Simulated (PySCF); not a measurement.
These compounds are isomers of formula C4H7N3OSi.

A. `CC(=O)C1=CN([SiH3])N=N1`
B. `CC(=O)c1n[nH]nc1[SiH3]`
C. SMILES [SiH3]Oc1c(C)ncnn1
D. SMILES CC(=O)c1cnn([SiH3])n1

Spectrum 1. ¹H NMR (300 MHz, computed): δ 11.26 (br s, 1H), 4.65 (s, 3H), 2.80 (s, 3H). ¹³C{¹H} NMR (computed): δ 200.0 (C), 157.9 (C), 151.4 (C), 29.3 (CH3).

Spectrum 2. ¹H NMR (300 MHz, computed): δ 8.48 (s, 1H), 5.33 (s, 3H), 2.74 (s, 3H). ¹³C{¹H} NMR (computed): δ 196.6 (C), 154.3 (C), 144.5 (CH), 30.7 (CH3).

Spectrum 3. ¹H NMR (300 MHz, computed): δ 8.34 (s, 1H), 5.37 (s, 3H), 2.92 (s, 3H). ¹³C{¹H} NMR (computed): δ 197.8 (C), 154.6 (C), 137.3 (CH), 31.2 (CH3).

Spectrum 4. ¹H NMR (300 MHz, computed): δ 9.53 (s, 1H), 5.20 (s, 3H), 2.71 (s, 3H). ¹³C{¹H} NMR (computed): δ 169.1 (C), 158.6 (CH), 156.3 (C), 22.8 (CH3).

[PySCF: shielding tensors at PBE0/pcSseg-1 (GIAO); structure optimised with GFN2-xTB; single conformer; relativity neglected; rapidly exchanging positions averaged; in vacuum]

Scale: ¹H, ¹³C vs TMS (reference shieldings calculated alike). Where no couplings were computed, multiplicities follow the n + 1 count of equivalent neighbours, and m marks all less simple cases (inequivalent or close neighbours, rings, F or P nearby). Shifts are as computed. Against solution values, carbons near 30 ppm lie about +3 ppm off and those near 130 ppm about +5 ppm. Of 1211 compounds with measured shifts, 218 miss one by over three times the rms of a fit or turn the order of signals round; such compounds aren't used in these exercises. OH and NH positions are gas-phase values without hydrogen bonding to other molecules.

Match each spectrum to its structure.

Results:

1–B, 2–D, 3–A, 4–C.

- Spectrum 1 (B): 4 ¹³C signals; δC 200.0 is a ketone carbonyl carbon; δC 29.3 is a methyl carbon α to a carbonyl.
- Spectrum 2 (D): 4 ¹³C signals; δC 196.6 is a ketone carbonyl carbon; δC 144.5 is an aromatic CH next to a ring nitrogen.
- Spectrum 3 (A): 4 ¹³C signals; δC 197.8 is a ketone carbonyl carbon; δC 31.2 is a methyl carbon α to a carbonyl.
- Spectrum 4 (C): 4 ¹³C signals; δC 169.1 is an aromatic carbon bearing oxygen; δC 22.8 is a methyl carbon on an aromatic ring.
